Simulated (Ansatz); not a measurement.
This geometry of ClF2H3HfOSi + H3P (13 atoms, charge 0, multiplicity 1) is a first-order saddle point.

Computed with Ansatz 0.2.0, RKS PBE/def2-SVP.

```xyz
13
Properties=species:S:1:pos:R:3
Hf -0.178 -0.452 -0.062
O -0.426 -0.891 2.035
Si -1.376 -0.213 3.304
H -2.827 -0.327 2.952
H -1.065 -1.028 4.525
H -0.981 1.217 3.511
F 1.294 0.530 -0.786
F -1.358 1.004 0.426
Cl -1.401 -1.686 -1.659
P 1.393 -2.541 0.908
H 1.202 -3.865 0.415
H 2.814 -2.427 0.897
H 0.362 -1.798 2.092
```

**Question.** Which two structures does it join? (They come from a converged band through this point; their orientation in space is the band's.)

**Answer.** Bonds broken: P10–H13. Bonds formed: Hf1–P10, O2–H13. ClF2H3HfOSi + H3P becomes ClF2H6HfOPSi.

Initial state:

```xyz
13
Properties=species:S:1:pos:R:3
Hf -0.359 0.093 -0.119
O -0.911 -0.107 1.723
Si -1.446 -0.226 3.321
H -2.819 -0.835 3.333
H -0.494 -1.099 4.089
H -1.486 1.147 3.927
F 1.557 0.182 -0.227
F -1.049 1.768 -0.737
Cl -1.255 -1.643 -1.466
P 1.736 -3.427 1.321
H 0.682 -3.416 0.338
H 2.344 -2.236 0.784
H 0.952 -2.679 2.272
```

Final state:

```xyz
13
Properties=species:S:1:pos:R:3
Hf 0.177 -0.606 0.040
O -1.008 -1.325 1.908
Si -1.503 -0.354 3.271
H -2.516 0.655 2.837
H -2.118 -1.330 4.230
H -0.265 0.259 3.832
F 0.974 0.187 -1.506
F -0.255 1.020 1.007
Cl -1.301 -2.212 -0.977
P 2.348 -1.647 1.061
H 1.668 -2.888 1.353
H 2.776 -2.095 -0.243
H -1.523 -2.141 1.744
```

**Question.** How far does it lie above each of them?

**Answer.** 1.15 eV above the first and 0.37 eV above the second. This is the barrier of this one path; another mechanism may lie lower. The orbitals stay closed-shell, which can raise the energy where a bond breaks towards radicals; this wasn't checked here.

The run took 5.2 min on 4 threads of AMD EPYC 7B13 (Zen 3), on a shared host, peak memory 0.28 GiB.
